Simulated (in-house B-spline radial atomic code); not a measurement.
Radial electron density of Sn VIII (Sn7+), [Kr] 4d7. Level of theory: non-relativistic HSE06, spin-polarised, spherical fractional occupations, exact exchange averaged over the configuration, point nucleus; calculated with an all-electron radial atomic-structure program (B-spline basis).

Columns: r (bohr), 4πr²n(r) (electrons per bohr), bar.

```
 0.00154    2.248 #
 0.00187    3.207 ##
 0.00227     4.54 ##
 0.00275    6.351 ###
 0.00333    8.787 #####
 0.00404    12.05 #######
  0.0049    16.27 #########
 0.00594    21.55 ############
  0.0072    27.93 ###############
 0.00873    35.28 ###################
  0.0106    43.24 ########################
  0.0128     50.8 ############################
  0.0156     57.5 ###############################
  0.0189    61.66 ##################################
  0.0229    62.71 ##################################
  0.0277    60.75 #################################
  0.0336     57.2 ###############################
  0.0408    54.85 ##############################
  0.0494     56.7 ###############################
  0.0599    63.89 ###################################
  0.0727    73.89 ########################################
  0.0881    80.66 ############################################
   0.107    78.89 ###########################################
    0.13       69 ######################################
   0.157    59.29 ################################
    0.19    57.66 ###############################
   0.231    63.91 ###################################
    0.28    66.65 ####################################
   0.339    56.48 ###############################
   0.411    37.35 ####################
   0.499    22.75 ############
   0.605    19.78 ###########
   0.733    22.03 ############
   0.889    20.55 ###########
    1.08    13.96 ########
    1.31    6.856 ####
    1.59    2.405 #
    1.92   0.6154 
    2.33   0.1011 
    2.83  0.00985 
    3.43 0.0005263
```

On this grid the curve has 4 maxima, near 0.0229, 0.0881, 0.28, 0.733 bohr.

The 4p down radial function P(r) = rR(r), positive near the nucleus:

```tsv
r (bohr)	P
0.00154	0.001408
0.00227	0.003004
0.00333	0.006295
0.0049	0.0131
0.0072	0.0267
0.0106	0.05311
0.0156	0.1013
0.0229	0.181
0.0336	0.2945
0.0494	0.4138
0.0727	0.4459
0.107	0.2427
0.157	-0.2356
0.231	-0.6663
0.339	-0.4331
0.499	0.5256
0.733	1.225
1.08	0.9477
1.59	0.3242
2.33	0.04339
3.43	0.001483
```
